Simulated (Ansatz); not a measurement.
`[NH2][Ga]([SH])[Cl]` and `[NH2][Ga]([Cl])[O][SiH3]` differ in one atom or group.

Ansatz, PBE0-D4/def2-TZVP geometries, multiplicity 1. Each molecule was computed in one conformer, which needn't be the lowest.

Scalar relativity is left out up to krypton.

```csv
property,`[NH2][Ga]([SH])[Cl]`
HOMO–LUMO gap (ωB97M-V/def2-TZVPP) / eV,10.98
LUMO energy (PBE0/def2-TZVPP) / eV,-0.69
HOMO–LUMO gap (PBE0/def2-TZVPP) / eV,6.91
HOMO energy (PBE/def2-TZVPP) / eV,-6.26
HOMO–LUMO gap (PBE/def2-TZVPP) / eV,4.65
HOMO energy (PBE0/def2-TZVPP) / eV,-7.60
```

Question: Give the same properties after the change, and the shifts. (An estimate is asked.)

Answer: Computed: 
```csv
property,`[NH2][Ga]([Cl])[O][SiH3]`,shift
HOMO–LUMO gap (ωB97M-V/def2-TZVPP) / eV,11.19,0.21
LUMO energy (PBE0/def2-TZVPP) / eV,-0.93,-0.24
HOMO–LUMO gap (PBE0/def2-TZVPP) / eV,7.04,0.13
HOMO energy (PBE/def2-TZVPP) / eV,-6.55,-0.29
HOMO–LUMO gap (PBE/def2-TZVPP) / eV,4.68,0.03
HOMO energy (PBE0/def2-TZVPP) / eV,-7.97,-0.37
```

With PBE0 the HOMO falls by 0.37 eV and the LUMO falls by 0.24 eV, so the gap widens by about 0.13 eV. PBE moves the HOMO by -0.29 eV and ωB97M-V by -0.50 eV. The zero-point energy changes by 52.8 kJ/mol with +9 modes.
